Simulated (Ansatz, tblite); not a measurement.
Cost and result up the ladder for GeSb₂ (3 atoms). The state is a singlet with charge 0. Geometry: PBE-D4/def2-TZVP.

Cartesian coordinates in Å:
```
Sb 1.5020 -0.2003 -0.2978
Sb -1.0840 -0.5153 -0.9718
Ge -0.4181 0.7156 1.2696
```

Ansatz on 2 threads of Arm Neoverse V2 on a shared host; xTB runs through tblite on one thread. Times are rough, summed over both states, and most runs start from the orbitals of an earlier one. B2PLYP/def2-TZVP serves as the yardstick here, not as an exact answer. The other state is a quintet at its own geometry.

In the def2 sets Sb takes a core potential; there is no spin–orbit coupling. The xTB rows come from tblite. HSE06 is defined as in plane-wave codes, on full-range PBE exchange. Correlated methods freeze 17 core orbitals; core or outer-core shells of Sb, Ge are correlated, in sets that lack core-valence functions. HOMO above LUMO, or a gap near zero within one spin, warns that the state may not be the lowest or that an electron is smeared out. At PBE0-D4/def2-TZVP a singlet of charge 0 lies 2.82 eV below the quintet, each at its own geometry. The structure comes from a short search, and lower isomers may exist.

Run but left out: HF/STO-3G (singlet: restricted singlet, unstable in another Hartree–Fock run and untested here); HF/def2-TZVP (singlet: restricted singlet, unstable towards broken spin symmetry); MP2/def2-TZVP (quintet: ⟨S²⟩ 6.20, where a pure state has 6.00).

Correlated methods converge slowly with the basis.

xTB has no spin-polarisation term.

| level | functions | wall time | quintet − singlet (eV) | difference from B2PLYP/def2-TZVP (eV) | remarks |
| --- | --- | --- | --- | --- | --- |
| GFN1-xTB | 27 | 0.005 s | 3.40 | 0.27 | – |
| GFN2-xTB | 27 | 0.008 s | 3.02 | -0.11 | – |
| LDA (SPW92)/def2-TZVP | 148 | 4.7 s | 3.46 | 0.33 | gap within one spin near zero (quintet) |
| HSE06-D4/def2-TZVP | 148 | 9.4 s | 2.80 | -0.33 | – |
| PBE-D4/def2-TZVP (with forces) | 148 | 9.6 s | 2.99 | -0.14 | – |
| PBE0-D4/def2-TZVP | 148 | 11 s | 2.81 | -0.32 | – |
| RPA@PBE/def2-TZVP | 148 | 12 s | 2.92 | -0.21 | – |
| r2SCAN-D4/def2-TZVP | 148 | 13 s | 2.72 | -0.41 | – |
| B2PLYP/def2-TZVP | 148 | 16 s | 3.13 | 0.00 | – |
| r2SCANh-D4/def2-TZVP | 148 | 16 s | 2.67 | -0.46 | – |
